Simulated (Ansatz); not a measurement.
Si(OH)2Me2 (C₂H₈O₂Si) was relaxed with PBE-D4 (def2-SVP) in Ansatz in these states: charge +1 doublet, neutral singlet. The geometries follow in no particular order.

A:

| atom | x (Å) | y (Å) | z (Å) |
| --- | --- | --- | --- |
| Si1 | 0.381 | 0.088 | -0.189 |
| O2 | 1.685 | -0.860 | 0.132 |
| H3 | 2.595 | -0.787 | -0.213 |
| O4 | 0.501 | 1.364 | -1.218 |
| H5 | 1.281 | 1.681 | -1.712 |
| C6 | -0.324 | 0.739 | 1.499 |
| H7 | 0.488 | 1.398 | 1.869 |
| H8 | -0.487 | -0.145 | 2.142 |
| H9 | -1.253 | 1.292 | 1.267 |
| C10 | -1.058 | -1.058 | -0.812 |
| H11 | -1.186 | -1.854 | -0.056 |
| H12 | -0.671 | -1.440 | -1.779 |
| H13 | -1.952 | -0.417 | -0.931 |

B:

Cartesian coordinates in Å:
```
Si -0.058 0.248 -0.244
O -0.286 1.887 0.097
H -1.159 2.226 -0.167
O -0.146 -0.043 -1.905
H 0.539 0.415 -2.422
C -1.418 -0.817 0.486
H -2.401 -0.582 0.028
H -1.501 -0.661 1.580
H -1.216 -1.892 0.305
C 1.642 -0.136 0.448
H 1.659 -0.002 1.549
H 2.411 0.539 0.020
H 1.935 -1.181 0.223
```

Judge from the bond lengths which geometry belongs to which state (an estimate).

A is the charge +1 doublet (Si1–C6 1.942 Å, Si1–C10 1.942 Å, Si1–O4 1.644 Å); B is the neutral singlet (Si1–C6 1.875 Å, Si1–C10 1.875 Å, Si1–O4 1.689 Å).
